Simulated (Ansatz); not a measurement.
Frontier orbitals of AlB2H7O2Si.

```xyz
13

B     0.4174   -1.5506   -0.4109
B    -0.8720   -0.7957    0.2735
Si   -0.5945    0.7751   -0.7208
O     0.7373    1.6877   -0.8933
O    -1.6996    1.4180   -1.7108
Al    0.3969   -0.2456    1.8612
H     0.3310   -2.7108   -0.7015
H     1.4991   -1.0547   -0.6227
H    -1.9709   -1.2273    0.4395
H     1.4421    1.4971   -0.2595
H    -1.4550    2.2049   -2.2060
H     1.6260    0.7551    1.6110
H     0.1421   -0.7531    3.3403
```

Total charge 0; spin multiplicity 1. The bonds changed during the relaxation, so this is another structure than the one it started from. All single points use the PBE0-D4/def2-TZVP geometry. It is one conformer, not always the lowest. Basis def2-TZVPP, the Gaussian-basis code of Ansatz.

```tsv
functional	HOMO (eV)	LUMO (eV)
B97M-V	-6.55	-2.78
```

**Question.** Give HOMO and LUMO (eV) with LDA (SPW92), PBE, revPBE, BLYP, r2SCAN, PBE0, B3LYP, r2SCANh, r2SCAN0, HSE06 (plane-wave form), BHLYP, CAM-B3LYP, LC-ωPBE, ωB97X-V, ωB97M-V, HF. (Estimate.)

**Answer.** The calculation gave: 
| functional | HOMO | LUMO |
| --- | --- | --- |
| LDA (SPW92) | -6.36 | -3.20 |
| PBE | -6.23 | -2.95 |
| revPBE | -6.18 | -2.83 |
| BLYP | -6.06 | -2.76 |
| r2SCAN | -6.44 | -2.70 |
| PBE0 | -7.25 | -2.14 |
| B3LYP | -7.04 | -2.29 |
| r2SCANh | -6.81 | -2.42 |
| r2SCAN0 | -7.38 | -2.01 |
| HSE06 (plane-wave form) | -6.86 | -2.51 |
| BHLYP | -8.12 | -1.24 |
| CAM-B3LYP | -8.44 | -1.11 |
| LC-ωPBE | -9.72 | -0.08 |
| ωB97X-V | -9.41 | -0.16 |
| ωB97M-V | -9.23 | -0.41 |
| HF | -9.43 | 0.86 |

B3LYP here is the variant with VWN-RPA as its local correlation; programs differ in this. LC-ωPBE has ω = 0.4 bohr⁻¹.
